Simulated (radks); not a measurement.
Question: P IV, configuration [Ne] 3s2. All-electron calculation, non-relativistic Kohn-Sham, PBE, spin-polarised, spherical densities, point nucleus. Program: a radial shooting solver on a logarithmic mesh with Libxc functionals. Some entries of the table are withheld. Estimate them.

orbital,occ.,eigenvalue (eV),<1/r> (bohr^-1)
1s,2,(1),14.56
2s,2,-211.4482,2.813
2p,6,-163.0251,(2)
3s,2,-45.5040,0.8211

Answer: 
(1) 1s eigenvalue (eV): -2117.619
(2) 2p <1/r> (bohr^-1): 2.714
